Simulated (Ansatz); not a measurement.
Calculated with Ansatz (gas phase, PBE0-D4/def2-TZVP geometries, no zero-point term in ΔE). CCSD(T)/CBS is the MP2 limit (def2-TZVPP, def2-QZVPP) plus CCSD(T) − MP2 in def2-TZVPP, frozen cores. For Zn outer-core shells are correlated without core-valence functions, which leaves a few kJ/mol of doubt a bond. Scalar relativity is left out up to krypton. Each species was taken in one conformer, which may not be the lowest.

Consider the redistribution: `F[Si]1(F)CO1` + `NC[O][ZnH]` → `N[Si]1(F)CO1` + `FC[O][ZnH]`.

`F[Si]1(F)CO1`:

Cartesian coordinates in Å:
```
F -1.260 -1.503 -0.882
Si -0.335 -0.247 -0.696
F -0.530 0.627 -1.988
C 0.254 0.361 0.863
O 1.150 -0.442 -0.093
H 0.096 -0.169 1.799
H 0.625 1.374 0.998
```

`NC[O][ZnH]`:

```xyz
9

N     0.384    1.195   -0.090
C    -0.334    0.420    0.882
O    -0.562   -0.928    0.589
Zn   -0.027   -1.735   -0.902
H     1.334    0.882   -0.236
H    -0.102    1.286   -0.973
H    -1.301    0.913    1.040
H     0.227    0.483    1.824
H     0.382   -2.518   -2.133
```

`N[Si]1(F)CO1`:

Z-matrix (Å, degrees):
```
Si
F 1 1.585
C 1 1.788 2 119.8
N 1 1.676 2 105.9 3 159.7
O 1 1.625 2 119.7 3 -61.7
H 3 1.088 1 122.7 2 -9.9
H 3 1.088 1 123.7 2 157.8
H 4 1.004 1 123.0 2 170.0
H 4 1.004 1 122.8 2 -14.7
```

`FC[O][ZnH]`:

Cartesian coordinates in Å:
```
F -1.109 0.453 0.550
C 0.046 -0.273 0.971
O 0.861 -0.440 -0.082
Zn 0.217 0.295 -1.608
H 0.490 0.338 1.767
H -0.343 -1.219 1.369
H -0.162 0.845 -2.967
```

| species | CCSD(T)/CBS(def2) energy (Eh) |
| --- | --- |
| `F[Si]1(F)CO1` | -603.20958 |
| `NC[O][ZnH]` | -1949.30893 |
| `N[Si]1(F)CO1` | -559.29942 |
| `FC[O][ZnH]` | -1993.20269 |

(1) Work out ΔE.

Largest T1 diagnostic among the species: 0.016.

## Answers

(1) ΔE = (-559.29942) + (-1993.20269) − (-603.20958) − (-1949.30893) = 0.01640 Eh = +43.1 kJ/mol.

In def2-TZVPP, CCSD(T) changes the Hartree–Fock value by +13.9 kJ/mol (the triples alone add +1.4 kJ/mol) and MP2 by +19.6 kJ/mol. From PBE to PBE0 (25 % exact exchange), in def2-TZVPP and without D4, ΔE moves by −3.2 kJ/mol.
